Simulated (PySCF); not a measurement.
**C$_{6}$H$_{14}$Si$_{3}$: full NMR table**

```
Formula                               : C6H14Si3
SMILES                                : C=C(C)C1=C[SiH2]C1([SiH3])[SiH3]
InChI                                 : InChI=1S/C6H14Si3/c1-4(2)5-3-9-6(5,7)8/h3H,1,9H2,2,7-8H3
Point group of the computed structure : Cs
Degrees of unsaturation               : 3
Carbon signals                        : 6
Proton signals                        : 6
```

Numbering as in the mapped SMILES `[CH2:1]=[C:2]([CH3:3])[C:4]1=[CH:5][SiH2:6][C:7]1([SiH3:8])[SiH3:9]`. Each H is labelled by its parent atom. Ha(C1) is cis to C3; Hb(C1) is trans to C3.

[PySCF 2.14: geometry from GFN2-xTB; PBE0/pcSseg-1 with gauge-including orbitals; a single conformation; equivalent nuclei averaged; non-relativistic Hamiltonian; gas phase]

Chemical shifts δ = σref − σ; $^{1}$H and $^{13}$C and $^{29}$Si against TMS, all at this level.

```tsv
carbon	δC, type	δH (multiplicity)	HMBC from (2–3 bonds)	span of the C tensor (ppm)
C1	125.8, CH2	Ha(C1) 5.69 (m); Hb(C1) 5.55 (m)	H(C3)	192
C2	148.1, C	–	H(C5), Ha(C1), Hb(C1), H(C3)	227
C3	23.2, CH3	2.06 (s)	Ha(C1), Hb(C1)	36
C4	176.1, C	–	H(C5), Ha(C1), Hb(C1), H(Si6), H(Si8)/H(Si9), H(C3)	237
C5	126.2, CH	5.82 (t)	H(Si6)	190
C7	8.2, C	–	H(C5), H(Si6), H(Si8)/H(Si9)	48
```

Other nuclei:
```
        atoms    nucleus                                                environment  δ (ppm)  σ (ppm)
       H(Si6)    $^{1}$H  hydrogen on a silicon bonded to 2 C, in a 4-membered ring     4.81    26.91
H(Si8)/H(Si9)    $^{1}$H                          hydrogen on a silicon bonded to C     4.20    27.52
          Si6  $^{29}$Si           silicon bonded to 2 C, 2 H, in a 4-membered ring    -45.3    394.4
      Si8/Si9  $^{29}$Si                                   silicon bonded to C, 3 H    -61.6    410.8
```

1. Carbon types of the structure: 3 × C, 1 × CH, 1 × CH2, 1 × CH3, leaving 8 H on heteroatoms.
2. δC 176.1, 148.1: fully substituted alkene carbon.
3. δC 126.2: alkene CH; an sp2 carbon of a C=C bond.
4. δC 125.8: terminal =CH2 carbon; as expected for a trigonal carbon in a double bond.
5. δH 5.82: hydrogen on an alkene CH; olefinic region.
6. δH 5.69, 5.55: hydrogen on a terminal =CH2 carbon; olefinic region.

Shifts are as computed. Against solution values, carbons near 30 ppm lie about +3 ppm off and those near 130 ppm about +5 ppm. Of 1211 compounds with measured shifts, 218 miss one by over three times the rms of a fit or turn the order of signals round; such compounds aren't used in these exercises. No couplings were computed; multiplicities are counted from neighbouring protons, with m where these are inequivalent, close in shift, in a saturated or five-membered ring or joined by F or P, and br s for small geminal =CH2 splittings.
